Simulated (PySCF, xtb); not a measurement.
C4H14GeO2Si, SMILES [CH3][Ge]([CH3])([Si](O)(O)C)[CH3]. Other conformers were not sampled.

Harmonic wavenumbers (cm⁻¹) from GFN2-xTB (xtb 6.7.1) at its own minimum, in rising order: 8, 70, 73, 86, 111, 123, 129, 136, 147, 155, 163, 164, 204, 208, 236, 248, 333, 379, 542, 572, 580, 700, 712, 733, 736, 769, 785, 796, 798, 801, 809, 844, 862, 898, 1320, 1322, 1329, 1370, 1466, 1469, 1472, 1474, 1477, 1479, 1482, 1489, 3007, 3012, 3014, 3016, 3019, 3020, 3021, 3022, 3030, 3041, 3044, 3059, 3630, 3662.

Q: What does PBE-D3(BJ)/def2-SVP in PySCF 2.14.0 give at its own minimum? (An estimate is asked for; the answer gives what the named calculation found.)

A: 19, 57, 63, 130, 134, 134, 140, 149, 154, 160, 171, 183, 211, 232, 259, 295, 358, 392, 550, 580, 584, 665, 679, 711, 720, 730, 735, 776, 806, 809, 810, 854, 866, 886, 1191, 1193, 1204, 1214, 1375, 1378, 1380, 1384, 1385, 1389, 1391, 1398, 2971, 2974, 2976, 2977, 3068, 3075, 3078, 3080, 3081, 3083, 3085, 3088, 3726, 3754. Paired by order, the mean absolute difference is 43 cm⁻¹ and the zero-point energies are 108.2 and 107.1 kcal/mol.
